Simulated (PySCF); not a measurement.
# Simulated absorption spectrum

Compound: C₃H₁₁PSi₂.
SMILES: `C=C(C)[SiH2]P[SiH3]`

Theory: PySCF, TDDFT CAM-B3LYP/def2-SVPD, vertical, gas phase, core orbitals frozen in the response. The structure is a single PBE0-D3(BJ)/def2-SVP conformer in the gas phase; no vibrational or solvent corrections. Torsions of this conformer, `[CH2:1]=[C:2]([CH3:3])[SiH2:4][PH:5][SiH3:6]`: C1–C2–Si4–P5 118°, C2–Si4–P5–Si6 -58°.

Computed states:

```
state  E (eV)       f
   S1    6.08  0.0051
   S2    6.28   0.151
   S3    6.51   0.070
   S4    6.59   0.023
   S5    6.76   0.125
   S6    6.91   0.017
   S7    7.00   0.058
   S8    7.06  0.0008
   S9    7.30   0.028
  S10    7.40   0.015
```

Broadening: Gaussians 0.3 eV wide at half height, area fixed by f = 4.319×10⁻⁹ ∫ε dν̃. The width is an assumption, not a result. The curve ends short of the highest state used, and states not computed would add to its high-energy end.

Question: What does the envelope look like, and where are its maxima?

Answer: 
(λ (nm), ε (L mol⁻¹ cm⁻¹)): (182.2, 14147), (183.3, 14570), (184.4, 14460), (185.4, 14001), (186.5, 13318), (187.6, 12679), (188.7, 12242), (189.8, 12081), (190.9, 12224), (191.9, 12621), (193.0, 13319), (194.1, 14171), (195.2, 14948), (196.3, 15365), (197.3, 15216), (198.4, 14356), (199.5, 12814), (200.6, 10795), (201.7, 8585), (202.8, 6458), (203.8, 4765), (204.9, 3259), (206.0, 2137), (207.1, 1352), (208.2, 830), (209.2, 522), (210.3, 307), (211.4, 177), (212.5, 100), (213.6, 55), (214.7, 30), (215.7, 17), (216.8, 8), (217.9, 4), (219.0, 2), (220.1, 1)

Maxima: 197 nm (6.31 eV), ε about 15000, made up of S2 (86%) and S3 (12%); 184 nm (6.75 eV), ε about 15000, made up of S5 (77%) (ε in L mol⁻¹ cm⁻¹; maxima over ε = 5, shares over 10%).

Question: On this curve, what absorbance would a 10⁻⁴ mol/L sample give at 193 nm over a 1 cm path?

Answer: 193 nm is 6.424 eV, where ε is about 13000 L mol⁻¹ cm⁻¹, so A = ε c l ≈ 1.3 (Beer–Lambert, with the gas-phase spectrum and the assumed width).

Question: Coming from long wavelengths, where does ε first pass 100 L mol⁻¹ cm⁻¹?

Answer: At about 212 nm (5.83 eV), 0.25 eV below S1.

Question: What would ε be at 6.31 eV, the highest of these maxima, with half the width (0.15 eV)?

Answer: About 24000 L mol⁻¹ cm⁻¹ against 15400, a factor of about 1.6; a lone state at its own centre would give exactly 2.

All these states lie below the vertical ionisation energy of 9.05 eV (ΔSCF).
